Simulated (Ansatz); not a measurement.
cyclo-(SbH)3 (Sb₃H₃). Charge 0, multiplicity 3. Geometry PBE-D4/def2-SVP, that of the neutral singlet; atoms count from 1.

```csv
atom,x (Å),y (Å),z (Å)
Sb1,-1.4199,1.2219,0.1619
Sb2,0.8619,0.6793,-1.5266
Sb3,1.1480,0.6308,1.3487
H4,-1.8696,-0.4529,0.1784
H5,0.4917,-1.0144,-1.5687
H6,0.7878,-1.0647,1.4062
```

In the def2 sets Sb takes a core potential; there is no spin–orbit coupling. At PBE0-D4/def2-TZVP a singlet of charge 0 lies 3.01 eV below the triplet at the same geometry.

Question: Estimate the Mulliken populations from the PBE0/def2-TZVP orbitals of Ansatz.

Answer: 
```json
{"atom": "Sb1", "charge (e)": "-0.01", "spin (α − β)": "0.92"}
{"atom": "Sb2", "charge (e)": "-0.02", "spin (α − β)": "0.23"}
{"atom": "Sb3", "charge (e)": "-0.01", "spin (α − β)": "0.92"}
{"atom": "H4", "charge (e)": "0.02", "spin (α − β)": "-0.04"}
{"atom": "H5", "charge (e)": "0.02", "spin (α − β)": "-0.01"}
{"atom": "H6", "charge (e)": "0.02", "spin (α − β)": "-0.04"}
```
Mulliken values depend strongly on the basis.

Question: Where does the spin sit?

Answer: Summed by element: Sb 2.08, H -0.08, of 2 unpaired in all. Largest on single atoms: Sb1 0.92, Sb3 0.92, Sb2 0.23.

Question: And the Mayer bond orders between heavy atoms (over 0.3)?

Answer: Sb1–Sb2 0.97 (2.89 Å); Sb1–Sb3 0.38 (2.89 Å); Sb2–Sb3 0.97 (2.89 Å).
